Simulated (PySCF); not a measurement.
Problem. Give a PBE0-D3(BJ)/def2-SVP geometry of `C[SiH](C)[TeH]`.

Solution. 
```xyz
12
C2H8SiTe angstrom
C     -0.0008    1.3582   -0.9453
Si    -0.0325    0.2886    0.5968
C     -0.9267   -1.3318    0.2833
Te     2.3037   -0.1436    1.4350
H     -1.0261    1.5806   -1.2832
H      0.5264    0.8419   -1.7626
H      0.5198    2.3072   -0.7505
H     -0.6661    1.0268    1.7338
H     -0.9549   -1.9483    1.1934
H     -0.4166   -1.9070   -0.5050
H     -1.9611   -1.1415   -0.0467
H      2.6811   -0.9716    0.0381
```

Any rigid rotation of these coordinates is as good. Atoms count from 1 in this order. Si2 (SiH silicon) is distorted tetrahedral (angles from 103.0° to 111.3°).

Bonds between heavy atoms (Å): C1–Si2 1.877, Si2–C3 1.877, Si2–Te4 2.519.

The calculation used PySCF 2.14.0, PBE0-D3(BJ)/def2-SVP geometry optimisation, gas phase, def2 core potentials past Kr.

Point group: near Cs, missed by 0.10 Å at most; the miss may be what the optimiser left on a soft mode. Stationary, but not proved a minimum. One conformer, not necessarily the lowest (C1–Si2–Te4–H -64°).
